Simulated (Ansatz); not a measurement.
C2H8AlNO, SMILES `C[N](C)[AlH][OH]` at its PBE0-D4/def2-TZVP geometry, where that method's forces vanish. Total charge 0; spin multiplicity 1.

```xyz
13

C    -0.0758   -0.0734    1.6442
N     0.0017   -0.0126    0.2048
C     1.2827   -0.4427   -0.2939
Al   -1.3575    0.5379   -0.7912
O    -1.2681    0.6060   -2.4829
H     0.6814    0.5670    2.1196
H    -1.0572    0.2584    1.9937
H     0.0826   -1.0958    2.0171
H     2.1015    0.1801    0.0951
H     1.3180   -0.3872   -1.3850
H     1.5034   -1.4818   -0.0087
H    -2.6969    0.9797   -0.0947
H    -0.5157    0.3646   -3.0179
```

Task: What forces (eV/Å) does B3LYP-D4/def2-TZVPP give on these atoms in Ansatz 0.2.0? (Best estimate.)

Result: Ansatz gave: 
```
C1  -0.053  0.000  0.315
N2  -0.159  0.064 -0.115
C3   0.264 -0.085 -0.149
Al4 -0.182  0.058  0.106
O5   0.013 -0.001 -0.050
H6  -0.033 -0.032 -0.008
H7   0.066 -0.024 -0.004
H8  -0.005  0.047 -0.004
H9  -0.026 -0.034 -0.020
H10  0.010 -0.008  0.060
H11  0.002  0.044 -0.015
H12  0.089 -0.029 -0.054
H13  0.015 -0.002 -0.061
```

B3LYP here is the variant with VWN-RPA as its local correlation; programs differ in this.
